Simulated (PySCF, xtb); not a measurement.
AlB2FH4: 3 structures ranked

3 gas-phase structures of AlB2FH4, found in a search over its isomers (lower ones may exist). Each was relaxed with GFN2-xTB:

A. a singlet given by its coordinates
B. `[BH2][Al]([BH2])[F]`, a singlet
C. a singlet given by its coordinates

A (Å):

```yaml
atoms:
  - { symbol: Al, position_ang: [2.1115, -0.9586, -2.2747] }
  - { symbol: B, position_ang: [0.9313, 0.6525, -1.6216] }
  - { symbol: B, position_ang: [0.0390, -0.6756, -2.0678] }
  - { symbol: F, position_ang: [3.5137, -1.7742, -2.6431] }
  - { symbol: H, position_ang: [1.2272, 1.5315, -2.3699] }
  - { symbol: H, position_ang: [1.3201, 0.8409, -0.5104] }
  - { symbol: H, position_ang: [-0.2800, -1.5396, -1.3107] }
  - { symbol: H, position_ang: [-0.3747, -0.8525, -3.1717] }
```

Close contacts (Å): Al1–B2 2.10, Al1–B3 2.10, Al1–F4 1.66, B2–B3 1.66, B2–H5 1.19, B2–H6 1.19, B3–H7 1.19, B3–H8 1.19.

C (Å):

```yaml
atoms:
  - { symbol: Al, position_ang: [1.9817, -0.7583, -1.5449] }
  - { symbol: B, position_ang: [-0.0022, 0.0740, -1.3948] }
  - { symbol: B, position_ang: [0.3825, 0.0929, -2.8907] }
  - { symbol: F, position_ang: [2.1460, -2.4088, -1.5349] }
  - { symbol: H, position_ang: [-0.6221, 0.1793, -0.4151] }
  - { symbol: H, position_ang: [3.3612, -0.1310, -1.2178] }
  - { symbol: H, position_ang: [0.2628, -0.8518, -3.5997] }
  - { symbol: H, position_ang: [0.8982, 1.0233, -3.4102] }
```

Close contacts (Å): Al1–B2 2.16, Al1–B3 2.26, Al1–F4 1.66, B2–B3 1.54, Al1–H6 1.55, B2–H5 1.16, B3–H7 1.19, B3–H8 1.18.

Q: Which do you expect lowest at r2SCAN-D4/def2-SVP, and how would the others follow?

A: Calculated order at r2SCAN-D4/def2-SVP: A (0.0), C (38.2), B (117.3) kJ/mol.

Energies above the lowest of each column, in kJ/mol:

| structure | GFN2-xTB | HF/STO-3G | r2SCAN-D4/def2-SVP |
| --- | --- | --- | --- |
| A | 0.0 | 0.0 | 0.0 |
| C | 47.8 | 39.4 | 38.2 |
| B | 152.3 | 25.3 | 117.3 |

Every level run on A puts it lowest or level with the lowest. Some further structures that were screened fall inside this span and aren't listed. Flexible structures stand in one conformer each, not always the lowest. No reliable frequencies are at hand for these structures.

Programs: PySCF 2.14.0, xtb 6.7.1.
